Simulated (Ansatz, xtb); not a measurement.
**C5H7ClO3: which of two isomers lies lower**

We compare X, `O=C1OCC[C@H](Cl)CO1`, a singlet, with Y, `CCO/C(Cl)=C/C(=O)O`, a singlet. Both are isolated molecules in the gas phase, relaxed with r2SCAN-D4/def2-SVP; each stands in its lowest conformer found.

Question: Which of the two would you expect CCSD(T)/def2-SVP + ΔMP2/def2-TZVPP electronic energies to favour?

Answer: Structure X; the calculation gives E(Y) − E(X) = +8.2 kcal/mol.

Level by level:

```csv
level,geometry,E(Y) − E(X) (kcal/mol),departure from the last row (kcal/mol),"job, with rough time for the two"
GFN2-xTB,GFN2-xTB,+19.6,+11.4,"optimisation, 0.14 s"
HF/STO-3G,GFN2-xTB,+44.2,+36.0,"single point, 0.5 s"
r2SCAN-D4/def2-SVP//GFN2-xTB,GFN2-xTB,+8.5,+0.3,"single point, 5.1 s"
r2SCAN-D4/def2-SVP,r2SCAN-D4/def2-SVP,+8.3,+0.2,"optimisation, 48 s"
HF/def2-SVP,r2SCAN-D4/def2-SVP,+12.3,+4.1,part of the CCSD(T) run
MP2/def2-SVP,r2SCAN-D4/def2-SVP,+9.5,+1.4,part of the CCSD(T) run
CCSD(T)/def2-SVP,r2SCAN-D4/def2-SVP,+10.6,+2.4,single point
CCSD(T)/def2-SVP + ΔMP2/def2-TZVPP,r2SCAN-D4/def2-SVP,+8.2,,"single point, 3.1 min"
```

As drawn, Y has 1 C=C, 1 O–H in place of 1 C–O, 1 C–C, 1 C–H. Structure X has a 7-membered ring, Y no ring.

The levels shown agree on the order. The largest departure from CCSD(T)/def2-SVP + ΔMP2/def2-TZVPP is that of HF/STO-3G, 36.0 kcal/mol. The last row adds to CCSD(T) the change of the MP2 difference between the two basis sets, here −2.4 kcal/mol.

With thermal terms from frequencies at re-optimised GFN2-xTB minima (ideal gas, soft modes damped towards free rotors, one conformer each, 298.15 K, 1 atm): the zero-point term adds −2.1 kcal/mol; ΔH is +7.1 and ΔG +4.5 kcal/mol.

The correlated steps freeze 13 core orbitals. Mirror images aren't counted in ΔG. Programs: Ansatz 0.2.0, xtb 6.7.1; the last row on 4 threads of Arm Neoverse V2 on a shared host.
